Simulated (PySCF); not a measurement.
## How the method changes the constants of KO

State: ²Σ⁺ (doublet), unpaired electrons σ ↑. Set-up: K def2-TZVPP, O def2-TZVPP; no relativity (PySCF 2.14). De refers to K + O in their high-spin ground configurations, without counterpoise correction. The functionals are run spin-unrestricted. A positive dipole means K(−)O(+).

```csv
Level,Re (Å),ωe (cm⁻¹),De (eV),μ (D)
UHF,2.238,421,0.89,-9.09
UHF-MP2,2.218,421,2.54,n/a
UHF-SCS-MP2,2.226,419,2.53,n/a
UHF-CCSD,2.221,422,2.33,n/a
UHF-CCSD(T),2.220,421,2.43,n/a
PBE,2.193,414,2.91,-8.17
TPSS,2.189,418,2.82,-8.26
r²SCAN,2.191,426,2.89,-8.40
PBE0,2.186,425,2.63,-8.39
r²SCAN0,2.186,433,2.62,-8.52
HSE06,2.185,429,2.64,-8.39
MN15,2.205,421,2.87,-8.62
BHandHLYP,2.197,433,2.40,-8.62
```

Task: Which functional lies closest to UHF-CCSD(T) in De, which farthest, and by how much do they differ from it?

Result: Closest is BHandHLYP (-2.3 pm in Re, +2.9 % in ωe, -0.03 eV in De against UHF-CCSD(T) in the same basis), farthest PBE (-2.7 pm in Re, -1.7 % in ωe, +0.48 eV in De). CCSD(T) converges more slowly with the basis than the functionals do and binds too weakly in this one, so the order can change at the basis-set limit.

Task: What does a quarter of exact exchange do here, going from PBE to PBE0?

Result: PBE0 less PBE: -0.7 pm in Re, +2.7 % in ωe, -0.28 eV in De. Exact exchange removes part of the self-interaction that spreads semilocal densities, and in most molecules shortens and stiffens the bond and lowers De; so it does here.

Task: What does the step from GGA to meta-GGA do here, going from PBE to r²SCAN?

Result: r²SCAN less PBE: -0.2 pm in Re, +2.9 % in ωe, -0.02 eV in De. 

Correlated steps freeze 6 core orbitals. The state was picked by a PBE0 search and need not be the measured ground state.

The whole job (state search and all levels along the bond) took about 4.7 min on 1 thread of Arm Neoverse V1 (shared host), peak memory 1.1 GiB.
